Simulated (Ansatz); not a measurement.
System: CH2Br2, charge 0, multiplicity 1. 
Geometry from a B3LYP-D3(BJ)/def2-TZVP (Ansatz, an electronic-structure program) optimisation:
SMILES: BrCBr
```xyz
5

Br     1.6305     0.1050     0.0396
C     -0.0111    -0.9350     0.0072
Br    -1.6275     0.1430    -0.0415
H      0.0041    -1.5425    -0.8872
H     -0.0405    -1.5281     0.9108
```

Basis-set convergence of Hartree-Fock and CCSD(T) correlation energies (hartree) with Ansatz. Valence correlation only, unless marked. Spin-orbit coupling is left out. Frozen are the shells of the preceding noble gas and the d and f shells that filled before the atom's block. No relativistic terms.

```
basis    functions        E(HF)  E(corr, CCSD(T))
-------  ---------  -----------  ----------------
cc-pVDZ         78  -5183.79418          -0.41787
cc-pVTZ        144  -5183.96300          -0.55668
cc-pVQZ        251  -5183.97154          -0.60364
cc-pV5Z        409  -5183.97278          -0.61963
```

Extrapolating the two largest sets (X = 4 and 5) as X^-3: E(corr) = (125·(-0.61963) - 64·(-0.60364))/61 = -0.6364 Eh, an estimate of the basis-set limit. The largest set recovers 97.4 % of it, the smallest 65.7 %.
